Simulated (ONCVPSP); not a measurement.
## Te, ONCV: configuration errors across variants

* Element: Te (Z = 52)
* Generator: ONCVPSP 4.0.1
* Type: optimised norm-conserving Vanderbilt (ONCV)
* Functional: LDA (Perdew-Zunger)
* Relativity: scalar-relativistic
* Frozen core: [Kr]
* Valence charge: 16
* Reference configuration: 4d10 5s2 5p3.5 (charge +0.5)
* Partial waves: 5s: rc 1.60 bohr, ncon 5, nbas 8, qcut 3.2 1/bohr, 1 projector; 5p: rc 2.30 bohr, ncon 3, nbas 6, qcut 2.8 1/bohr, 2 projectors, debl 3.3 Ha; 4d: rc 1.35 bohr, ncon 4, nbas 9, qcut 11 1/bohr, 2 projectors, debl 0.7 Ha; f scattering state at 0.04 Ha: rc 2.30 bohr, ncon 4, nbas 7, qcut 4.2 1/bohr, 2 projectors, debl 2.5 Ha
* Local potential: polynomial inside 0.95 bohr (lpopt 5, dvloc0 6 Ha)
* Core correction: Teter function, fcfact 5.5, rcfact 1.2

In the d channel the program set the typed energies aside and used -1.692, 0.250 Ha.

All-electron excitation energies from the reference (eV): (1) 4d10 5s2 5p4 -3.985; (2) 4d10 5s2 5p3 5.931; (3) 4d10 5s2 5p2 24.105; (4) 4d10 5s2 5p0 88.243.

A true bound ghost makes a file unfit for plane-wave use even where its test errors are small: the radial tests pick states by their node count and pass the ghost by.

Errors AE − PS in meV (a dash: test not solved or not reliable):

```csv
change,(1),(2),(3),(4),bound ghosts,GHOST(+) flags above zero
base,+0.7,-0.8,-4.8,-58,s,p
p: qcut 1.8,+0.8,-0.8,-4.2,-45,s,p
p: qcut 2,+0.8,-0.8,-4.5,-52,s,p
p: qcut 2.4,+0.7,-0.8,-5.0,-61,s,p
p: qcut 2.7,+0.7,-0.8,-4.9,-60,s,p
p: qcut 2.9,+0.8,-0.8,-4.5,-54,s,p
p: qcut 3.5,+1.0,-0.9,-3.0,-23,s,p
p: qcut 3.8,+1.0,-1.0,-2.3,-6.9,s,p
p: qcut 4.3,+1.2,-1.0,-1.2,+18,s,p
```

(1) Give the same row for: p: qcut 3.2.

Answers

(1) +0.9, -0.8, -3.8, -41; bound ghosts: s; GHOST(+) flags above zero: p.
